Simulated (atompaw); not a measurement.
# Plane-wave convergence, PAW (atompaw) potential for Pd

| Item | Value |
| --- | --- |
| Element | Pd |
| Generator | atompaw 4.2.0.5 |
| Type | PAW |
| Functional | PBE |
| Relativity | scalar-relativistic |
| Frozen core | [Ar] 3d10 |
| Valence charge | 18 |
| Reference configuration | 4s2 4p6 4d10 5s0 5p0 |
| Partial waves | 4s (bound): rc 1.55 bohr; 5s (bound, empty): rc 2.00 bohr; 4p (bound): rc 1.60 bohr; 5p (bound, empty): rc 2.00 bohr; 4d (bound): rc 2.00 bohr; 4d channel at 2.8 Ry: rc 2.00 bohr |
| Local potential | bessel scheme, radius 1.95 bohr |
| Core correction | smooth core density matched at 1.70 bohr |
| Augmentation charge | besselshape compensation charge, radius 1.95 bohr; PAW radius 2.00 bohr; waves and projectors: custom rrkj gramschmidtortho |

The pseudo-atom Hamiltonian at the reference potential is diagonalised in spherical Bessel functions j_l(qr) that vanish at 20 bohr, with q² up to the cutoff. All-electron valence levels (Ry): 4s -6.2718, 5s -0.2441, 4p -3.7631, 5p -0.0230, 4d -0.2975.

**Question.** How do the lowest levels (Ry) of each channel move with the cutoff, and are there ghosts?

**Answer.**

```json
{"cutoff (Ry)": "8", "s #1": "-6.0223", "s #2": "-0.1427", "p #1": "-3.4379", "p #2": "0.0006", "p #3": "0.0818", "d #1": "-0.0422", "f #1": "0.1138", "f #2": "0.2438", "Σ f·Δε (mRy)": "5002.8"}
{"cutoff (Ry)": "12", "s #1": "-6.1675", "s #2": "-0.1713", "p #1": "-3.6387", "p #2": "-0.0028", "p #3": "0.0789", "d #1": "-0.2154", "f #1": "0.1138", "f #2": "0.2438", "Σ f·Δε (mRy)": "1775.7"}
{"cutoff (Ry)": "18", "s #1": "-6.2557", "s #2": "-0.2234", "p #1": "-3.7144", "p #2": "-0.0065", "p #3": "0.0761", "d #1": "-0.2863", "f #1": "0.1138", "f #2": "0.2438", "Σ f·Δε (mRy)": "436.7"}
{"cutoff (Ry)": "25", "s #1": "-6.2704", "s #2": "-0.2425", "p #1": "-3.7519", "p #2": "-0.0152", "p #3": "0.0704", "d #1": "-0.2962", "f #1": "0.1138", "f #2": "0.2438", "Σ f·Δε (mRy)": "82.6"}
{"cutoff (Ry)": "40", "s #1": "-6.2714", "s #2": "-0.2440", "p #1": "-3.7621", "p #2": "-0.0222", "p #3": "0.0667", "d #1": "-0.2974", "f #1": "0.1138", "f #2": "0.2438", "Σ f·Δε (mRy)": "7.7"}
{"cutoff (Ry)": "50", "s #1": "-6.2717", "s #2": "-0.2441", "p #1": "-3.7627", "p #2": "-0.0224", "p #3": "0.0666", "d #1": "-0.2975", "f #1": "0.1138", "f #2": "0.2438", "Σ f·Δε (mRy)": "2.5"}
{"cutoff (Ry)": "60", "s #1": "-6.2717", "s #2": "-0.2441", "p #1": "-3.7629", "p #2": "-0.0225", "p #3": "0.0666", "d #1": "-0.2975", "f #1": "0.1138", "f #2": "0.2438", "Σ f·Δε (mRy)": "1.0"}
{"cutoff (Ry)": "80", "s #1": "-6.2717", "s #2": "-0.2442", "p #1": "-3.7630", "p #2": "-0.0225", "p #3": "0.0666", "d #1": "-0.2975", "f #1": "0.1138", "f #2": "0.2438", "Σ f·Δε (mRy)": "0.4"}
{"cutoff (Ry)": "400", "s #1": "-6.2717", "s #2": "-0.2442", "p #1": "-3.7630", "p #2": "-0.0225", "p #3": "0.0666", "d #1": "-0.2975", "f #1": "0.1138", "f #2": "0.2438", "Σ f·Δε (mRy)": "0.0"}
```

Result: no extra level below or beside the all-electron valence levels (s, p, d, f tested); 10 mRy is reached at 40 Ry and 1 mRy at 60 Ry.
